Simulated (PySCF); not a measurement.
# Computed records: B2H3OSi

Computed with PySCF 2.14.0. Calculation on a computer-drawn molecule: optimised geometry and harmonic frequencies of an isolated molecule of the commonest isotopes, restricted reference for singlets and unrestricted otherwise, frozen core in MP2.

### B2H3OSi

Start structure:
```xyz
7
B2H3OSi
B      0.0105     0.0665    -2.2440
Si    -0.5864     0.9524    -0.6322
B      0.4480     0.9322     1.1665
O      0.7922     0.8937     2.5936
H      0.7876     0.4810    -2.8049
H     -0.7311    -0.7683    -2.7892
H     -2.0340     0.7401    -0.0948
```

| Item | Value |
| --- | --- |
| charge | -1 |
| multiplicity | 1 |
| method | HF |
| basis | aug-cc-pV(D+d)Z |
| rotational constants | — |
| total energy | — |

Drawn bonds:
```
atom  other atom  order
   1           2      1
   2           3      1
   3           4      2
   1           5      1
   1           6      1
   2           7      1
```

Question: Give the missing rotational constants for B2H3OSi.
Answer: 17.56, 2.865, 2.499 GHz

Question: Give the missing total energy for B2H3OSi.
Answer: -414.9692 hartree

Question: Give the table of modes values for B2H3OSi.
Answer: 
Modes:
```
frequency (cm⁻¹)  reduced mass (dalton)
           101.6                  3.568
           223.6                  1.375
           383.4                  3.635
             414                  4.004
           488.7                  4.459
           542.8                  1.297
           668.7                   1.66
             744                  2.788
           826.4                  1.227
           932.6                  1.288
            1248                  1.182
            1973                  12.34
            2184                  1.041
            2561                  1.055
            2609                  1.121
```

Further results for B2H3OSi:

| Quantity | Value |
| --- | --- |
| convergence status largest gradient component | 2.722e-05 hartree/bohr |

Optimised structure:
```xyz
7
B2H3OSi
B     -0.0631     0.1014    -2.0747
Si    -0.8421     0.9946    -0.5403
B      0.3389     0.9395     1.0762
O      1.0455     0.9717     2.0544
H      1.1279     0.1448    -2.2837
H     -0.7442    -0.3515    -2.9682
H     -2.1761     0.4972    -0.0687
```
